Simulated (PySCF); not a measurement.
# Energy of Bi (bismuth, neutral) between two integer charges

The 6p alpha orbital of [Xe] 4f14 5d10 6s2 6p3 is emptied in steps (occupation f), with all orbitals relaxed, ending at [Xe] 4f14 5d10 6s2 6p2. Computed with PySCF 2.14 in aug-cc-pVDZ-PP with ECP60MDF (5s4p3d, 32 functions), with a scalar-relativistic core potential. The exact energy is a straight line in f; departures are measured from the line between the end points of the same method.

| f | UHF (eV) | LDA (eV) | PBE (eV) | PBE0 (eV) | r2SCAN (eV) | LC-wPBE (eV) | BHandHLYP (eV) | wB97X (eV) | B3LYP (eV) | TPSS (eV) |
| --- | --- | --- | --- | --- | --- | --- | --- | --- | --- | --- |
| 1 | 0.000 | 0.000 | 0.000 | 0.000 | 0.000 | 0.000 | 0.000 | 0.000 | 0.000 | 0.000 |
| 0.9 | 0.040 | -0.315 | -0.306 | -0.221 | -0.289 | -0.003 | -0.142 | -0.025 | -0.245 | -0.299 |
| 0.7 | 0.092 | -0.740 | -0.717 | -0.516 | -0.670 | -0.006 | -0.332 | -0.061 | -0.574 | -0.700 |
| 0.5 | 0.107 | -0.886 | -0.857 | -0.614 | -0.792 | -0.005 | -0.397 | -0.076 | -0.685 | -0.834 |
| 0.3 | 0.088 | -0.747 | -0.722 | -0.516 | -0.660 | -0.002 | -0.335 | -0.066 | -0.577 | -0.701 |
| 0.1 | 0.037 | -0.321 | -0.310 | -0.221 | -0.282 | 0.001 | -0.144 | -0.029 | -0.248 | -0.300 |
| 0 | 0.000 | 0.000 | 0.000 | 0.000 | 0.000 | 0.000 | 0.000 | 0.000 | 0.000 | 0.000 |

Question: For LDA, how does the orbital energy at f = 1 compare with the removal energy?

Answer: −ε = 5.292 eV against a total-energy difference of 8.778 eV. By Janak's theorem ε = ∂E/∂f, so the gap between them reflects the curvature. Along the path −ε is 5.967 (f = 0.9), 7.346 (f = 0.7), 8.756 (f = 0.5), 10.187 (f = 0.3), 11.630 (f = 0.1) eV.

| method | E(f=0) − E(f=1) (eV) | −ε at f=1 (eV) | −ε at f=0.5 (eV) |
| --- | --- | --- | --- |
| UHF | 8.232 | 8.685 | 8.222 |
| LDA | 8.778 | 5.292 | 8.756 |
| PBE | 8.586 | 5.198 | 8.573 |
| PBE0 | 8.658 | 6.210 | 8.658 |
| r2SCAN | 8.782 | 5.567 | 8.812 |
| LC-wPBE | 8.704 | 8.669 | 8.715 |
| BHandHLYP | 8.500 | 6.927 | 8.494 |
| wB97X | 8.321 | 8.046 | 8.307 |
| B3LYP | 8.583 | 5.872 | 8.572 |
| TPSS | 8.554 | 5.240 | 8.550 |

Reference removal energy between the ground levels: 7.286 eV (measured; NIST Atomic Spectra Database, ionization energies). The calculation has no spin-orbit coupling. UHF lacks correlation.
